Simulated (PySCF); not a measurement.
Two-component Hartree-Fock for Dy²⁵⁺ (dysprosium, charge +25)

Start: [Kr] 4d5; 4d3/2 filled at m_j = -3/2, -1/2, +1/2, +3/2; 4d5/2 filled at m_j = +5/2. Calculated with PySCF 2.14 in an even-tempered Gaussian basis (17 s from 1.9 bohr⁻², ratio 2.8; 14 p from 2.5 bohr⁻², ratio 2.8; 9 d from 2.5 bohr⁻², ratio 2.8; 3 f from 11 bohr⁻², ratio 3): generalised Hartree-Fock with the X2C-1e Hamiltonian and a Gaussian nucleus; one run each with spin-orbit coupling (SO) switched off, then screened by Boettger's factors.

| spinor shell | electrons | ε, spin-free (eV) | ε, screened SO (eV) | weight of nominal j (screened SO) | rms radius, screened SO (bohr) |
| --- | --- | --- | --- | --- | --- |
| 1s1/2 | 2 | -54869.3 | -54857.6 | 1.000 | 0.0240 |
| 2s1/2 | 2 | -9939.6 | -9935.6 | 1.000 | 0.0971 |
| 2p1/2 | 2 | -8906.6 | -9472.9 | 1.000 | 0.0830 |
| 2p3/2 | 4 | -8906.6 | -8665.5 | 1.000 | 0.0896 |
| 3s1/2 | 2 | -2879.9 | -2878.4 | 1.000 | 0.250 |
| 3p1/2 | 2 | -2557.1 | -2678.0 | 1.000 | 0.240 |
| 3p3/2 | 4 | -2557.1 | -2504.5 | 1.000 | 0.253 |
| 3d3/2 | 4 | -2142.2 | -2165.8 | 0.995 | 0.225 |
| 3d5/2 | 6 | -2142.2 | -2124.8 | 0.996 | 0.229 |
| 4s1/2 | 2 | -1151.1 | -1150.6 | 1.000 | 0.526 |
| 4p1/2 | 2 | -1029.7 | -1069.6 | 0.972 | 0.533 |
| 4p3/2 | 4 | -1029.7 | -1011.6 | 0.986 | 0.557 |
| 4d3/2 | 4 | -881.68 | -882.89 | 0.860 | 0.559 |
| 4d5/2 | 1 | -881.68 | -875.03 | 1.000 | 0.565 |

| quantity | spin-free | screened SO |
| --- | --- | --- |
| E (hartree) | -11865.37257 | -11874.58184 |
| M_J | 5/2 | 5/2 |
| ⟨J²⟩ | 8.750 | 8.767 |
| ⟨L²⟩ | 0.000 | 1.980 |
| ⟨S²⟩ | 8.750 | 5.746 |

Each row is a mean over spinors that exchange with the open shell spreads, by up to 22.955 eV (4p3/2).

Rows whose weight is well below 1 are mixtures of j = l ± 1/2: exchange outweighs spin-orbit coupling there, and the label is only the starting occupation.

Breit and QED terms are absent; they matter most for the inner s and p1/2 levels.

Densities and radii are taken from the X2C orbitals without a picture-change correction, which distorts them close to the nucleus.

Without spin-orbit coupling the j labels of p, d and f shells carry no meaning; the spin-free column gives the mean over the occupied spinors of each nl shell.
